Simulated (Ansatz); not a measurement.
```yaml
crystal:
  periodic: [false, false, false]
  atoms:
    - {symbol: C, position_ang: [-1.519177, 0.218523, -0.872258]}
    - {symbol: B, position_ang: [-0.757132, -0.736624, -0.344246]}
    - {symbol: C, position_ang: [0.631724, -0.725706, 0.510430]}
    - {symbol: C, position_ang: [1.241791, 0.682770, 0.516950]}
    - {symbol: Cl, position_ang: [2.754207, 0.756375, 1.427153]}
    - {symbol: H, position_ang: [-2.089877, -0.056240, -1.912198]}
    - {symbol: H, position_ang: [-1.222053, 1.282043, -0.967201]}
    - {symbol: H, position_ang: [-2.302753, 0.475443, -0.384911]}
    - {symbol: H, position_ang: [-1.088169, -2.059366, -0.468000]}
    - {symbol: H, position_ang: [1.442857, -1.307205, -0.252709]}
    - {symbol: H, position_ang: [0.428065, -1.134083, 1.408254]}
    - {symbol: H, position_ang: [1.409984, 1.239122, -0.388028]}
    - {symbol: H, position_ang: [0.517148, 1.456586, 1.163720]}
basis:
  gaussian: {orbitals: x2c-TZVPPall, fitting: {mean_field: cc-pVTZ-jkfit}}
magnetization: {spin_polarized: true, initial_magnetization: 6}
hamiltonian: {xc: {name: wB97}}
```

```sh
$ ansatz run in.yaml --threads 4 --pin off --events-out ev --progress --plain --max-ram 10444MiB
```

Shortened log:

```
Functional definition: wB97
677 factors; integrals over basis functions are off by at most 1.4e0 eV
677 factors; integrals over basis functions are off by at most 1.3e-5 eV
mean field evaluation 1: about -16443.4312 eV, gradient 4.7e1 eV
mean field evaluation 2: about -16401.3680 eV, gradient 8.7e1 eV
mean field evaluation 4: about -16456.4732 eV, gradient 9.2e0 eV
mean field evaluation 8: about -16457.8602 eV, gradient 1.3e0 eV
mean field evaluation 16: about -16458.2020 eV, gradient 5.8e-2 eV
mean field evaluation 32: about -16458.2022 eV, gradient 1.0e-4 eV
mean field -16458.20216685 eV, -604.8277738617 hartree, gradient 2.7e-5 eV, S^2 12.020912; 6 other end points of the search recorded, 0 dependent functions left out
reference -16458.20216495 eV, -604.8277737919 hartree; 27, 21 occupied and 251, 257 virtual orbitals, 677 factors
Total energy: -16458.20216495 eV, -604.8277737919 hartree
Relativity: scalar
```

Q: What is wrong with this run?

A: The spin is set far too high for this molecule. The run converged. The result belongs to that input, not to the molecule as meant.
